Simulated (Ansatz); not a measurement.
Ga₂H₃, relaxed as a quartet with UKS r2SCAN-D4/def2-TZVP in Ansatz, starting from the r2SCAN-D4/def2-TZVP geometry of the neutral doublet. Force threshold 0.02 eV/Å.

The relaxation made no stability test and no search for a lower SCF solution. At r2SCAN-D4/def2-TZVP a doublet of charge 0 lies 1.99 eV below the quartet, each at its own geometry. The structure comes from a short search, and lower isomers may exist.

Start:

```xyz
5

Ga    0.648    0.973   -0.794
Ga   -0.421   -0.616    0.591
H     1.171    1.647   -2.110
H     0.476   -1.706    1.252
H    -1.874   -0.298    1.061
```

(1) Estimate the energy that the relaxation releases and the steps that it takes.

(2) Does the start keep its bonding and symmetry?

(3) Predict the relaxed structure.

## Answers

(1) 29.5 kcal/mol, in 13 steps; 19 s on 4 threads of Arm Neoverse V2 on a shared host. The force fell under the threshold at step 11, but the optimiser went on. No frequencies were taken in this run, so the end may be a saddle point.

(2) By distances, no bond broke or formed. The bond that changes most is Ga1–Ga2, from 2.36 to 2.45 Å (atoms count from 1). Point group Cs at the start, Cs at the end, both within 0.05 Å.

(3) 
```xyz
5

Ga   -0.113    1.305   -0.906
Ga   -0.147   -0.651    0.575
H     1.292    1.223   -1.700
H     0.514   -1.930    1.136
H    -1.547    0.052    0.895
```
Bond lengths (bridged metal pairs left out): 1 × Ga–Ga 2.45 Å; 3 × Ga–H 1.55 to 1.62 Å.
